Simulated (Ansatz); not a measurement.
This geometry of CH6Sn + ClH (10 atoms, charge 0, multiplicity 1) is a first-order saddle point.

Method: RKS r2SCANh/def2-SVP (Ansatz).

```xyz
10
Properties=species:S:1:pos:R:3
Sn -0.192 -0.010 -0.085
H -0.107 0.091 1.909
H 1.528 -0.154 0.071
H -0.540 1.517 -0.745
C -0.990 -1.836 -0.840
H -1.185 -2.492 0.018
H -1.941 -1.626 -1.341
H -0.277 -2.316 -1.522
Cl -2.632 0.185 1.285
H -1.024 0.135 1.892
```

Which two structures does it join? (They come from a converged band through this point; their orientation in space is the band's.)

Bonds broken: Sn1–H2, Cl9–H10. Bonds formed: Sn1–Cl9, H2–H10. CH6Sn + ClH becomes CH5ClSn + H2.

Initial state:

```xyz
10
Properties=species:S:1:pos:R:3
Sn 0.172 0.022 -0.178
H 0.212 0.046 1.546
H 1.791 -0.017 -0.730
H -0.582 1.463 -0.702
C -0.914 -1.713 -0.825
H -1.890 -1.734 -0.323
H -1.067 -1.679 -1.911
H -0.356 -2.624 -0.571
Cl -3.003 -0.155 2.091
H -1.723 -0.115 2.246
```

Final state:

```xyz
10
Properties=species:S:1:pos:R:3
Sn -0.447 0.338 -0.588
H -0.424 -1.224 3.070
H 1.031 0.603 0.224
H -0.576 1.278 -2.009
C -0.916 -1.727 -0.891
H -0.925 -2.244 0.077
H -1.906 -1.812 -1.357
H -0.164 -2.190 -1.544
Cl -2.128 1.177 0.859
H -0.907 -0.704 2.803
```

How far does it lie above each of them?

1.07 eV above the first and 1.78 eV above the second. This is the barrier of this one path; another mechanism may lie lower. The orbitals stay closed-shell, which can raise the energy where a bond breaks towards radicals; this wasn't checked here.

Time of the run: 8.6 min on 2 threads of Arm Neoverse V1, on a shared host, peak memory 0.23 GiB.
